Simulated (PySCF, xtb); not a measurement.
GeFI, SMILES [F][Ge][I] (connectivity only; charge and spin as stated), neutral, multiplicity 1.

Harmonic wavenumbers (cm⁻¹) from GFN2-xTB (xtb) at its own minimum, in rising order: 140, 266, 428.

What does B3LYP-D3(BJ)/def2-TZVP (PySCF) give at its own minimum? (Estimate from the structure and the level; the computed values follow.)

152, 238, 650. Paired by order, the mean absolute difference is 87 cm⁻¹ and the zero-point energies are 1.2 and 1.5 kcal/mol.
